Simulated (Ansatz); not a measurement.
Reactions of `OB(F)S[SiH3]`.

Gas-phase electronic energies from Ansatz, PBE0-D4/def2-TZVP geometries. CCSD(T)/CBS adds triple-zeta CCSD(T) − MP2 to the extrapolated MP2 energy (def2 sets, frozen cores). This one scheme is used for every species, atoms too. Functionals use def2-TZVPP. B3LYP here is the variant with VWN-RPA as its local correlation; programs differ in this. No spin–orbit coupling; open shells (•) take unrestricted orbitals. Spin–orbit coupling would lower the free atoms: a little for B, F, O, S, Si. For Ge outer-core shells are correlated without core-valence functions, so the limit isn't a true one: a few kJ/mol of doubt a bond, and 10 to 20 or more in all where bonds break to atoms. Scalar relativity is left out up to krypton. Each species was taken in one conformer, which may not be the lowest.

| reaction | ωB97X-V (kJ/mol) | MP2/CBS(def2) (kJ/mol) | B3LYP-D4 (kJ/mol) | r2SCAN-D4 (kJ/mol) |
| --- | --- | --- | --- | --- |
| `OB(F)S[SiH3]` + H–F → `OB(F)F` + `[SiH3]S` | -80 | -68 | -82 | -81 |
| `OB(F)S[SiH3]` + `[NH2][AlH2]` → `OB(F)[NH][AlH2]` + `[SiH3]S` | -38 | -34 | -39 | -35 |
| `OB(F)S[SiH3]` + CH₃SH → `CSB(O)F` + `[SiH3]S` | -2 | -1 | -2 | -3 |
| `OB(F)S[SiH3]` + `O[SiH3]` → `OB(F)O[SiH3]` + `[SiH3]S` | -68 | -63 | -71 | -67 |
| `OB(F)S[SiH3]` + CH₃OH → `COB(O)F` + `[SiH3]S` | -67 | -63 | -70 | -66 |
| `OB(F)S[SiH3]` → B• + F• + 4 H• + O• + S• + Si• | 3386 | 3456 | 3356 | 3393 |
| `OB(F)S[SiH3]` + `[OH][GeH]([Cl])[Cl]` → `OBS[SiH3]` + `[OH][Ge]([F])([Cl])[Cl]` | 85 | 85 | 86 | 85 |
| `OB(F)S[SiH3]` + H₂ → `OBS[SiH3]` + H–F | 126 | 119 | 125 | 130 |

Question: Give the CCSD(T)/CBS values in the same order. (Estimate.)

Answer: The calculation gave: -75, -38, -2, -69, -67, 3370, 85, 118 kJ/mol.

Largest T1 diagnostic: 0.014, for B•.
